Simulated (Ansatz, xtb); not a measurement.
## Two isomers of ClF2HSiSn

Structure a is `F[Si](F)(Cl)[SnH]`, a singlet and structure b is `F[SiH](F)[Sn][Cl]`, a singlet. Both are isolated molecules in the gas phase, relaxed with r2SCAN-D4/def2-SVP; the shapes shown needn't be the lowest conformers.

a (Å):

```xyz
6

Cl    0.8651    3.0492   -0.2284
F     0.5401    1.9801   -2.9691
F     2.6233    1.1508   -1.6600
Si    1.0325    1.4389   -1.5201
Sn   -0.3090   -0.7515   -0.8379
H     0.4222   -1.4602   -2.2973
```

b (Å):

```
atom   x (Å)    y (Å)    z (Å)
  Cl  3.1739   1.4512   2.8785
   F  0.9080   0.3916   0.1727
   F  3.3601  -0.4396  -0.2319
  Si  2.3471   0.8125  -0.4597
  Sn  3.2727   2.9011   0.9688
   H  2.1370   0.9109  -1.9384
```

Quicker runs give these differences E(b) − E(a): GFN2-xTB −81.1 kJ/mol; HF/STO-3G −33.8 kJ/mol (at GFN2-xTB geometries); r2SCAN-D4/def2-SVP//GFN2-xTB −7.2 kJ/mol.

Question: Estimate E(b) − E(a) at the level CCSD(T)/def2-SVP + ΔMP2/def2-TZVPP.

Answer: Calculated at CCSD(T)/def2-SVP + ΔMP2/def2-TZVPP: E(b) − E(a) = −15.6 kJ/mol, so structure b lies lower.

How the difference moves with the method:

```json
{"level": "GFN2-xTB", "geometry": "GFN2-xTB", "E(b) − E(a) (kJ/mol)": "−81.1", "departure from the last row (kJ/mol)": "−65.5", "job, with rough time for the two": "optimisation, 0.14 s"}
{"level": "HF/STO-3G", "geometry": "GFN2-xTB", "E(b) − E(a) (kJ/mol)": "−33.8", "departure from the last row (kJ/mol)": "−18.2", "job, with rough time for the two": "single point, 1.3 s"}
{"level": "r2SCAN-D4/def2-SVP//GFN2-xTB", "geometry": "GFN2-xTB", "E(b) − E(a) (kJ/mol)": "−7.2", "departure from the last row (kJ/mol)": "+8.4", "job, with rough time for the two": "single point, 3.1 s"}
{"level": "r2SCAN-D4/def2-SVP", "geometry": "r2SCAN-D4/def2-SVP", "E(b) − E(a) (kJ/mol)": "−20.8", "departure from the last row (kJ/mol)": "−5.2", "job, with rough time for the two": "optimisation, 40 s"}
{"level": "HF/def2-SVP", "geometry": "r2SCAN-D4/def2-SVP", "E(b) − E(a) (kJ/mol)": "−20.9", "departure from the last row (kJ/mol)": "−5.3", "job, with rough time for the two": "part of the CCSD(T) run"}
{"level": "MP2/def2-SVP", "geometry": "r2SCAN-D4/def2-SVP", "E(b) − E(a) (kJ/mol)": "−14.5", "departure from the last row (kJ/mol)": "+1.1", "job, with rough time for the two": "part of the CCSD(T) run"}
{"level": "CCSD(T)/def2-SVP", "geometry": "r2SCAN-D4/def2-SVP", "E(b) − E(a) (kJ/mol)": "−15.4", "departure from the last row (kJ/mol)": "+0.2", "job, with rough time for the two": "single point"}
{"level": "CCSD(T)/def2-SVP + ΔMP2/def2-TZVPP", "geometry": "r2SCAN-D4/def2-SVP", "E(b) − E(a) (kJ/mol)": "−15.6", "departure from the last row (kJ/mol)": "", "job, with rough time for the two": "single point, 32 s"}
```

As drawn, b has 1 Cl–Sn, 1 Si–H in place of 1 Cl–Si, 1 Sn–H.

None of the levels shown reverses the order. The largest departure from CCSD(T)/def2-SVP + ΔMP2/def2-TZVPP is that of GFN2-xTB, 65.5 kJ/mol. A small imaginary or near-zero mode remains, so no thermal terms are given. The last row adds to CCSD(T) the change of the MP2 difference between the two basis sets, here −0.2 kJ/mol.

The correlated steps freeze 16 core orbitals; the filled d shell of Sn is correlated, in a basis made for valence electrons. Atoms past krypton carry core potentials in the def2 sets, other sets are all-electron and non-relativistic, and no spin–orbit term is included. Codes used: Ansatz 0.2.0, xtb 6.7.1; the last row on 1 thread of Intel(R) Xeon(R) 6975P-C (Granite Rapids) on a shared host.
